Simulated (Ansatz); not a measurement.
`BC[SiH](C)Cl` + H–F → `C[SiH](Cl)CF` + BH₃  (substitution at a C–B bond)

Isolated molecules relaxed with PBE0-D4/def2-TZVP in Ansatz; ΔE leaves out vibrations. CCSD(T)/CBS adds triple-zeta CCSD(T) − MP2 to the extrapolated MP2 energy (def2 sets, frozen cores). This one scheme is used for every species. DFT in def2-TZVPP. B3LYP here is the variant with VWN-RPA as its local correlation; programs differ in this. One conformer a species, not always the lowest.

CCSD(T)/CBS gives +34.9 kcal/mol.

(1) Another level gave +32.7 kcal/mol. Which?
A. PBE-D4/def2-TZVPP
B. PBE/def2-TZVPP
C. B3LYP-D4/def2-TZVPP
D. MP2/def2-TZVPP

Largest T1 diagnostic among the species: 0.010.

Results:

(1) B. PBE 32.7, B3LYP-D4 31.1, MP2/def2-TZVPP 36.9, PBE-D4 33.8 kcal/mol.

In def2-TZVPP, CCSD(T) changes the Hartree–Fock value by +7.8 kcal/mol (the triples alone add +0.9 kcal/mol) and MP2 by +10.8 kcal/mol. The D4 term adds +1.9 kcal/mol with B3LYP and +1.0 kcal/mol with PBE0; it sums over pairs of atoms, weighted by their polarisabilities, and B3LYP, whose exchange is more repulsive, gets the larger term.
